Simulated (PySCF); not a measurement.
**How the functional moves excitation energies**

Compound: B2FH4N.
SMILES: `BNBF`

Linear-response calculations in the def2-SVPD basis (PySCF; singlets by full response, triplets Tamm–Dancoff, core orbitals frozen in the response; HF means time-dependent Hartree–Fock). 'Strongest' is the level of largest summed f among the singlets computed (10 roots, of which the last may lack a degenerate partner); it can jump between rows when another state enters that window. S1 is the lowest singlet of each run and needn't be the same state throughout; f(S1) is that of one state. One conformer (not necessarily the lowest) at the PBE0-D3(BJ)/def2-SVP geometry, without solvent, vibrations or thermal averaging.

```csv
functional,kind,S1 (eV),f(S1),strongest (eV),T1 (eV),HOMO (eV),gap (eV),"ionisation energy, ΔSCF (eV)"
LDA,LDA,5.71,0.001,7.13,5.29,-7.93,5.53,11.90
PBE,GGA,5.95,0.001,7.13,5.41,-7.92,5.81,11.87
B3LYP,"global hybrid, 20% exact exchange",6.46,0.001,7.50,5.88,-9.20,7.90,11.89
PBE0,"global hybrid, 25% exact exchange",6.48,0.000,7.60,5.79,-9.39,8.31,11.89
BHandHLYP,"global hybrid, 50% exact exchange",6.94,0.000,8.05,6.25,-10.83,10.86,11.91
CAM-B3LYP,range-separated hybrid,6.61,0.000,7.72,5.97,-10.89,10.95,12.19
wB97X-D,range-separated hybrid,6.70,0.000,7.75,6.15,-11.36,12.24,12.12
LC-wPBE,range-separated hybrid,6.70,0.000,7.88,5.93,-12.29,13.57,12.20
HF,Hartree–Fock,7.59,0.000,8.97,6.62,-12.94,14.99,not settled
```

S1 runs from 5.71 eV (LDA) to 7.59 eV (HF), a spread of 1.88 eV, while the orbital gap spreads over 9.5 eV. Along PBE (0%), B3LYP (20%), PBE0 (25%), BHandHLYP (50%), HF (100%) S1 rises with the share of exact exchange. −ε(HOMO) comes closest to its own ΔSCF ionisation energy with LC-wPBE (+0.09 eV) and misses most with LDA (-3.97 eV). 'Not settled' means that the ion's SCF failed to converge or may have ended in another state than the lowest.
